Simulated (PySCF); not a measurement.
ClHOZn, SMILES [Zn]([Cl])[OH]. Coordinates come from a B3LYP-D3(BJ)/def2-TZVP optimisation. One conformer was computed; it need not be the lowest.

Computed with B3LYP-D3(BJ)/def2-TZVP run with PySCF.

Harmonic wavenumbers (cm⁻¹): 133, 140, 402, 686, 783, 3841. Rotational constants (GHz): 696.9, 2.589, 2.579; symmetry number 1.

### Question
Work out the zero-point energy and the ideal-gas rigid-rotor harmonic-oscillator thermochemistry at 298.15 K and 1 atm.

### Answer
ZPE = ½ Σ hcν = ½ × 5984 cm⁻¹ = 8.55 kcal/mol. H − E(el) = 12.08 kcal/mol. Entropy in cal/(mol K): translation 40.21, rotation 21.76, vibration 7.21, total 69.18. G − E(el) = -8.54 kcal/mol. Cp = 14.78 cal/(mol K). Modes under 150 cm⁻¹ make the vibrational entropy uncertain.
